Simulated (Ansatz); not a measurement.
A nudged elastic band was laid between two geometries of CH₄BFS (8 atoms, charge 0, multiplicity 1).

Level of theory: RKS PBE-D4/def2-SVP in Ansatz 0.2.0.

```json
{
 "movable images": "5",
 "climbing image": "yes",
 "spring": "5.0 eV/Å²",
 "optimiser": "quadratic models (default)",
 "start path": "through a guess of the saddle point",
 "force threshold": "0.03 eV/Å",
 "iteration limit": "60",
 "end points": "relaxed"
}
```

First end point:

```xyz
8
Properties=species:S:1:pos:R:3
B -0.610 0.049 -0.482
C 0.629 0.583 0.322
S -1.236 -1.660 -0.490
H -0.301 -2.149 0.368
F -1.303 0.904 -1.254
H 1.366 1.019 -0.387
H 0.308 1.422 0.978
H 1.148 -0.169 0.945
```

Last end point:

```xyz
8
Properties=species:S:1:pos:R:3
B -1.715 -0.383 -1.218
C 1.044 0.295 0.727
S -2.069 -1.967 -1.109
H 0.496 -0.659 0.602
F -1.441 0.877 -1.311
H 1.440 0.628 -0.251
H 0.362 1.067 1.130
H 1.883 0.142 1.430
```

**Question.** Which bonds break or form, and what moves?

**Answer.** Bonds broken: B1–C2, S3–H4. Bonds formed: C2–H4. CH4BFS becomes BFS + CH4.

**Question.** Give the energies along the band, and the barrier.

**Answer.** The run converged. The highest image is number 3 of 0 to 6, 2.18 eV above the first end and 1.31 eV above the last; the last end lies 0.87 eV above the first. A vibrational analysis at the climbing image gives one clearly imaginary mode, 919i cm⁻¹: a first-order saddle point. The orbitals stay closed-shell, which can raise the energy where a bond breaks towards radicals; this wasn't checked here.

```csv
image,path coordinate (Å),energy (eV),B1–C2 (Å),S3–H4 (Å),C2–H4 (Å)
0,0.00,0.00,1.57,1.36,2.89
1,0.53,0.24,1.58,1.36,2.32
2,1.06,1.18,1.63,1.44,1.79
3,1.59,2.18,1.84,1.85,1.32
4,2.27,1.35,2.45,2.33,1.13
5,2.95,0.93,3.03,2.78,1.11
6,3.62,0.87,3.44,3.35,1.11
```

**Question.** What is the geometry of the highest image?

**Answer.** 
```xyz
8
Properties=species:S:1:pos:R:3
B -0.825 -0.200 -0.595
C 0.617 0.343 0.403
S -1.250 -1.861 -0.553
H 0.081 -0.853 0.240
F -1.260 0.918 -1.186
H 1.228 0.792 -0.401
H 0.111 1.101 1.028
H 1.298 -0.240 1.064
```

**Question.** What are the harmonic wavenumbers there?

**Answer.** 919i, 151, 273, 343, 381, 409, 611, 801, 1008, 1031, 1185, 1358, 1362, 1381, 1818, 2979, 3078, 3136 cm⁻¹.

The run took 2.4 min on 2 threads of Arm Neoverse V2, on a shared host, peak memory 0.14 GiB.
